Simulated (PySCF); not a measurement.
GeSb: from constants to spectrum

UHF-CCSD(T) constants of GeSb, ²Π (doublet), unpaired electrons π ↑ (Ge cc-pVDZ-PP with ECP10, Sb cc-pVDZ-PP with ECP28; scalar-relativistic core potentials (PySCF 2.14); masses 73.9212 and 120.9038 u):

| Property | Result |
| --- | --- |
| ωe | 267.2 cm⁻¹ |
| ωexe | 0.84 cm⁻¹ |
| Be | 0.058954 cm⁻¹ |
| αe | 0.000197 cm⁻¹ |
| D (centrifugal) | 1.15e-08 cm⁻¹ |
| De to Ge + Sb | 2.02 eV |

Problem. Give the vibrational terms G(v) and spacings up to v = 6.

Solution. G(v) = ωe(v+½) − ωexe(v+½)².

```tsv
v	G(v) (cm⁻¹)	G(v) − G(v−1)	Bv (cm⁻¹)
0	133.4		0.05886
1	398.9	265.5	0.05866
2	662.8	263.8	0.05846
3	924.9	262.2	0.05826
4	1185.4	260.5	0.05807
5	1444.2	258.8	0.05787
6	1701.3	257.1	0.05767
```

Problem. How well does the Morse estimate ωe²/(4ωexe) reproduce De, and what is D0?

Solution. It gives 2.63 eV, 130 % of the computed De. D0 = De − G(0) = 2.02 − 0.02 = 2.00 eV.

Correlated steps freeze 8 core orbitals. Correlated levels converge slowly with the basis: in double zeta they bind strong bonds too weakly, by up to about 1 eV, and carry superposition errors of some tenths. These are scalar-relativistic numbers at best; spin–orbit coupling would shift them, the dissociation energy most. The state was picked by a PBE0 search and need not be the measured ground state.
